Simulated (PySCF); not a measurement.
Bond curve of AuS

Set-up: Au cc-pVDZ-PP with ECP60, S cc-pV(D+d)Z; scalar-relativistic core potentials (PySCF 2.14). Energies in eV from Au (5d10 6s1) + S in their ground configurations at the same level. State: ²Π (doublet), unpaired electrons π ↑.

All columns are PBE0. A positive dipole means Au(−)S(+).

```json
{"R (Å)": "1.901", "E (eV)": "-1.336", "μ (D)": "-2.41", "Mulliken charge on Au (basis-dependent)": "0.15", "HOMO (eV)": "-6.40", "LUMO (eV)": "-4.05", "Mayer bond order": "1.94", "⟨S²⟩": "0.75"}
{"R (Å)": "1.990", "E (eV)": "-2.016", "μ (D)": "-2.50", "Mulliken charge on Au (basis-dependent)": "0.16", "HOMO (eV)": "-6.46", "LUMO (eV)": "-4.07", "Mayer bond order": "1.76", "⟨S²⟩": "0.75"}
{"R (Å)": "2.078", "E (eV)": "-2.369", "μ (D)": "-2.58", "Mulliken charge on Au (basis-dependent)": "0.17", "HOMO (eV)": "-6.52", "LUMO (eV)": "-4.08", "Mayer bond order": "1.61", "⟨S²⟩": "0.75"}
{"R (Å)": "2.145", "E (eV)": "-2.484", "μ (D)": "-2.62", "Mulliken charge on Au (basis-dependent)": "0.17", "HOMO (eV)": "-6.55", "LUMO (eV)": "-4.08", "Mayer bond order": "1.51", "⟨S²⟩": "0.75"}
{"R (Å)": "2.211", "E (eV)": "-2.508", "μ (D)": "-2.66", "Mulliken charge on Au (basis-dependent)": "0.17", "HOMO (eV)": "-6.58", "LUMO (eV)": "-4.07", "Mayer bond order": "1.43", "⟨S²⟩": "0.76"}
{"R (Å)": "2.277", "E (eV)": "-2.468", "μ (D)": "-2.70", "Mulliken charge on Au (basis-dependent)": "0.17", "HOMO (eV)": "-6.61", "LUMO (eV)": "-4.05", "Mayer bond order": "1.36", "⟨S²⟩": "0.76"}
{"R (Å)": "2.366", "E (eV)": "-2.345", "μ (D)": "-2.74", "Mulliken charge on Au (basis-dependent)": "0.16", "HOMO (eV)": "-6.63", "LUMO (eV)": "-4.02", "Mayer bond order": "1.29", "⟨S²⟩": "0.76"}
{"R (Å)": "2.476", "E (eV)": "-2.125", "μ (D)": "-2.80", "Mulliken charge on Au (basis-dependent)": "0.15", "HOMO (eV)": "-6.64", "LUMO (eV)": "-3.97", "Mayer bond order": "1.21", "⟨S²⟩": "0.76"}
{"R (Å)": "2.609", "E (eV)": "-1.814", "μ (D)": "-2.87", "Mulliken charge on Au (basis-dependent)": "0.14", "HOMO (eV)": "-6.63", "LUMO (eV)": "-3.93", "Mayer bond order": "1.15", "⟨S²⟩": "0.77"}
{"R (Å)": "2.786", "E (eV)": "-1.387", "μ (D)": "-2.92", "Mulliken charge on Au (basis-dependent)": "0.14", "HOMO (eV)": "-6.61", "LUMO (eV)": "-4.17", "Mayer bond order": "1.06", "⟨S²⟩": "0.81"}
```

A fit through these points gives, at Re = 2.200 Å, μ = -2.65 D and dμ/dR = -0.564 D/Å; the reduced mass is 27.51 u.

How strong is the fundamental in the double-harmonic approximation, I = 42.26·(dμ/dR)²/μred km/mol?

I = 42.26·(-0.564)²/27.51 = 0.489 km/mol at PBE0.

Spin–orbit coupling is left out, which matters for elements this heavy, above all for dissociation energies. With d or f electrons several states lie close, and the lowest PBE0 determinant need not be the measured ground state.
